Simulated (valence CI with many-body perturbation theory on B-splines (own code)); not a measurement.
**E1 line list for Hg66+**

Calculated by valence CI with perturbative core correlation (CI+MBPT): four valence electrons over a frozen Dirac-Fock core [Ne], a basis of 11 s, 11 p, 10 d, 8 f, 5 g, 2 h functions for each j, with the one-electron correlation potential Σ1 (screened to all orders), the two-electron term Σ2, the three-electron term Σ3, Breit, model QED; selected single and double excitations, second order for the rest, scaled by the run's own slope (own B-spline code, finite nucleus).

No measured spectrum was set against this ion. As an estimate, large intervals hold to a few tenths of a per cent, small ones and those within an open d or f shell to about a per cent. Among the levels kept, up to 590 cm⁻¹ of a level comes from second order outside the variational space, and about a tenth of that is noise between levels of different J, which matters for small intervals.

Lines 201 to 250 of 564 in falling wavelength, among levels below 18667 × 10³ cm⁻¹, chosen from the strongest by gf and those to the six lowest levels. Wavelengths and rates use the calculated energies. Electric multipoles are in the length gauge, E1 and E2 with the static RPA response of the core. Weak lines are less certain than strong ones. Lines between different terms over intervals too small for the method are left out, as are lines whose strength nearly cancels. Where a level lies close to another of its J and parity, the split of strength between their lines is uncertain. The highest levels of a list are the least certain.

Levels are named by their leading jj configuration (3d3/2^4 stands for four electrons in 3d with j = 3/2), which in mixed levels can hold well under half, so a name can repeat and another be missing. Letters in brackets count levels of one name in rising energy.

```
λ vac (nm)                           Upper                           Lower   A (s⁻¹)  S (a.u.)
     3.142      (3s 3p1/2 3d5/2^2) J=2 [a]  (3s 3p1/2 3p3/2 3d5/2) J=2 [a]  3.74e+11  2.87e-02
     3.133  (3s 3p1/2 3p3/2 3d5/2) J=3 [b]      (3s 3p1/2 3p3/2^2) J=2 [a]  1.31e+11  1.39e-02
     3.133       (3p1/2^2 3d3/2 3d5/2) J=2       (3p1/2^2 3p3/2 3d3/2) J=2  1.00e+11  7.62e-03
     3.132              (3s^2 3d5/2^2) J=2          (3s^2 3p3/2 3d5/2) J=2  6.50e+11  4.93e-02
     3.129              (3s^2 3d5/2^2) J=4          (3s^2 3p3/2 3d5/2) J=4  2.45e+11  3.33e-02
     3.126          (3s 3p1/2^2 3d5/2) J=2          (3s 3p1/2^2 3p3/2) J=2  6.88e+10  5.19e-03
     3.123      (3s 3p3/2^2 3d5/2) J=3 [c]                (3s 3p3/2^3) J=2  6.87e+11  7.23e-02
     3.119      (3s 3p3/2^2 3d5/2) J=2 [b]                (3s 3p3/2^3) J=2  2.22e+11  1.66e-02
     3.103      (3s 3p3/2^2 3d5/2) J=3 [c]      (3s 3p1/2 3d3/2^2) J=2 [b]  7.97e+10  8.23e-03
     3.097      (3s 3p1/2 3d5/2^2) J=3 [a]  (3s 3p1/2 3p3/2 3d5/2) J=3 [a]  1.23e+11  1.27e-02
     3.095      (3s 3p1/2 3d5/2^2) J=1 [a]  (3s 3p1/2 3p3/2 3d5/2) J=1 [a]  2.68e+11  1.17e-02
     3.077      (3s 3p1/2 3d5/2^2) J=4 [a]  (3s 3p1/2 3p3/2 3d5/2) J=4 [a]  2.40e+11  3.11e-02
     3.076  (3s 3p1/2 3d3/2 3d5/2) J=3 [b]  (3s 3p1/2 3p3/2 3d3/2) J=3 [a]  8.59e+10  8.63e-03
     3.008  (3s 3p1/2 3p3/2 3d5/2) J=3 [c]      (3s 3p1/2 3p3/2^2) J=2 [a]  1.55e+11  1.46e-02
     1.879      (3s 3p3/2^2 3d5/2) J=4 [a]          (3s^2 3p3/2 3d5/2) J=3  6.29e+11  1.86e-02
     1.862       (3p1/2 3p3/2^2 3d5/2) J=3  (3s 3p1/2 3p3/2 3d5/2) J=2 [d]  3.40e+11  7.59e-03
     1.840          (3s 3p3/2^2 3d5/2) J=0          (3s^2 3p3/2 3d5/2) J=1  1.40e+12  4.30e-03
     1.837       (3p1/2 3p3/2^2 3d5/2) J=3  (3s 3p1/2 3p3/2 3d5/2) J=2 [c]  4.19e+11  8.97e-03
     1.835  (3s 3p1/2 3p3/2 3d3/2) J=2 [a]          (3s^2 3p1/2 3d3/2) J=2  3.89e+10  5.93e-04
     1.821      (3s 3p3/2^2 3d3/2) J=1 [a]          (3s^2 3p3/2 3d3/2) J=0  5.89e+11  5.26e-03
     1.819      (3s 3p1/2 3p3/2^2) J=2 [a]          (3s^2 3p1/2 3p3/2) J=2  2.60e+10  3.86e-04
     1.815  (3s 3p1/2 3p3/2 3d5/2) J=2 [a]          (3s^2 3p1/2 3d5/2) J=2  2.99e+11  4.41e-03
     1.814      (3s 3p3/2^2 3d3/2) J=3 [a]          (3s^2 3p3/2 3d3/2) J=2  9.03e+11  1.86e-02
     1.811      (3s 3p3/2^2 3d3/2) J=2 [a]          (3s^2 3p3/2 3d3/2) J=1  7.60e+11  1.11e-02
     1.809  (3s 3p1/2 3p3/2 3d3/2) J=1 [a]          (3s^2 3p1/2 3d3/2) J=2  3.93e+10  3.44e-04
     1.796          (3s 3p3/2^2 3d5/2) J=5          (3s^2 3p3/2 3d5/2) J=4  1.12e+12  3.54e-02
     1.793      (3s 3p1/2 3p3/2^2) J=2 [a]          (3s^2 3p1/2 3p3/2) J=1  9.83e+11  1.40e-02
     1.793  (3s 3p1/2 3p3/2 3d3/2) J=3 [a]          (3s^2 3p1/2 3d3/2) J=2  3.68e+10  7.32e-04
     1.788   (3p1/2 3p3/2^2 3d3/2) J=2 [b]  (3s 3p1/2 3p3/2 3d3/2) J=1 [d]  3.55e+11  5.01e-03
     1.787   (3p1/2 3p3/2^2 3d3/2) J=1 [b]  (3s 3p1/2 3p3/2 3d3/2) J=0 [b]  4.98e+11  4.21e-03
     1.786   (3p1/2 3p3/2^2 3d3/2) J=1 [a]  (3s 3p1/2 3p3/2 3d3/2) J=1 [c]  1.31e+12  1.10e-02
     1.786       (3p1/2 3p3/2^2 3d5/2) J=4  (3s 3p1/2 3p3/2 3d5/2) J=3 [c]  2.01e+12  5.10e-02
     1.784      (3s 3p3/2^2 3d5/2) J=4 [a]          (3s^2 3p3/2 3d5/2) J=4  8.93e+11  2.25e-02
     1.784       (3p1/2 3p3/2^2 3d5/2) J=5  (3s 3p1/2 3p3/2 3d5/2) J=4 [c]  1.66e+12  5.13e-02
     1.780       (3p1/2 3p3/2^2 3d5/2) J=3  (3s 3p1/2 3p3/2 3d5/2) J=3 [c]  7.41e+11  1.44e-02
     1.779  (3s 3p1/2 3p3/2 3d3/2) J=2 [a]          (3s 3p1/2^2 3p3/2) J=1  3.66e+11  5.08e-03
     1.776          (3s 3p3/2^2 3d3/2) J=4          (3s^2 3p3/2 3d3/2) J=3  2.01e+12  4.99e-02
     1.776   (3p1/2 3p3/2^2 3d3/2) J=1 [b]  (3s 3p1/2 3p3/2 3d3/2) J=1 [d]  5.29e+11  4.39e-03
     1.773           (3p1/2^2 3p3/2^2) J=2          (3s^2 3p1/2 3d3/2) J=2  9.48e+10  1.30e-03
     1.771       (3p1/2 3p3/2^2 3d3/2) J=0  (3s 3p1/2 3p3/2 3d3/2) J=1 [c]  3.54e+12  9.70e-03
     1.771   (3p1/2 3p3/2^2 3d3/2) J=1 [a]  (3s 3p1/2 3p3/2 3d3/2) J=1 [b]  5.84e+11  4.80e-03
     1.768   (3p1/2 3p3/2^2 3d3/2) J=2 [c]  (3s 3p1/2 3p3/2 3d3/2) J=1 [d]  1.02e+12  1.40e-02
     1.766   (3p1/2 3p3/2^2 3d3/2) J=3 [b]  (3s 3p1/2 3p3/2 3d3/2) J=2 [d]  2.98e+12  5.66e-02
     1.765          (3s 3p1/2 3p3/2^2) J=3          (3s^2 3p1/2 3p3/2) J=2  6.92e+11  1.31e-02
     1.765      (3s 3p3/2^2 3d5/2) J=2 [a]          (3s^2 3p3/2 3d5/2) J=1  4.31e+11  5.85e-03
     1.761   (3p1/2 3p3/2^2 3d3/2) J=3 [a]  (3s 3p1/2 3p3/2 3d3/2) J=3 [c]  4.69e+11  8.86e-03
     1.761  (3s 3p1/2 3p3/2 3d5/2) J=3 [b]          (3s^2 3p1/2 3d5/2) J=3  5.04e+11  9.51e-03
     1.761  (3s 3p1/2 3p3/2 3d3/2) J=0 [a]          (3s 3p1/2^2 3p3/2) J=1  1.04e+11  2.81e-04
     1.758   (3p1/2 3p3/2^2 3d3/2) J=3 [a]  (3s 3p1/2 3p3/2 3d3/2) J=2 [c]  2.93e+11  5.51e-03
     1.755       (3p1/2 3p3/2^2 3d5/2) J=4  (3s 3p1/2 3p3/2 3d5/2) J=4 [b]  3.83e+11  9.19e-03
```
